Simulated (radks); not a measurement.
Task: These are the eigenvalues of the occupied orbitals of an atom or ion with whole-number occupations (eV). Method: Dirac Kohn-Sham, BLYP, spin-unpolarised, spherical densities, finite nucleus; Fermi nuclear charge, rms radius of each element as measured or else 0.836 A^(1/3) + 0.57 fm; computed with a radial shooting solver on a logarithmic mesh with Libxc functionals.

| orbital | eigenvalue |
|---|---|
| 1s1/2 | -76034.26 |
| 2s1/2 | -13326.27 |
| 2p1/2 | -12771.71 |
| 2p3/2 | -11143.58 |
| 3s1/2 | -3147.951 |
| 3p1/2 | -2898.536 |
| 3p3/2 | -2542.059 |
| 3d3/2 | -2123.977 |
| 3d5/2 | -2046.925 |
| 4s1/2 | -703.6455 |
| 4p1/2 | -598.2405 |
| 4p3/2 | -513.8725 |
| 4d3/2 | -340.6617 |
| 4d5/2 | -324.9831 |
| 4f5/2 | -104.3879 |
| 4f7/2 | -101.2346 |
| 5p1/2 | -101.1792 |
| 5p3/2 | -86.5549 |
| 5d3/2 | -39.6975 |
| 5d5/2 | -37.9829 |
| 5f5/2 | -7.3662 |

Which element is it, and in what charge state? The configuration may be excited. Open shells, if any, fill j = l - 1/2 first.

Result: Z = 77, iridium, charge +2: Ir2+ in [Kr] 4d10 4f14 5p6 5d7 5f2. The list shows which subshells hold electrons but not how many an open one holds; the 1s level, -2794.2 hartree, gives Z - s = 74.8 by -(Z - s)^2/2, which with screening and relativity narrows Z to a few neighbours, and the depths of the outer levels then fix element, charge and occupations together.
